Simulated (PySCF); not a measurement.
## Correlation energy of N²⁺ (nitrogen, charge +2)

[He] 2s2 2p1, 2P determinant. All numbers are calculated (PySCF 2.14, the non-relativistic Hamiltonian (point nucleus), in def2-TZVPPD (6s3p3d1f, 37 functions)). Frozen: nothing; 5 electrons correlated.

| level | correlation energy (mhartree) |
| --- | --- |
| CCSD | -99.00 |
| (T) | -1.21 |
| CCSD(T) | -100.21 |
| CCSDT | -100.46 |

Diagnostics: T1 = 0.0053, D1 = 0.0132, largest double amplitude 0.136.

Cost of the coupled-cluster step: roughly 0.9 core-seconds, for 5 correlated electrons.

This basis was not built for core-valence correlation, so the inner-shell part is incomplete.
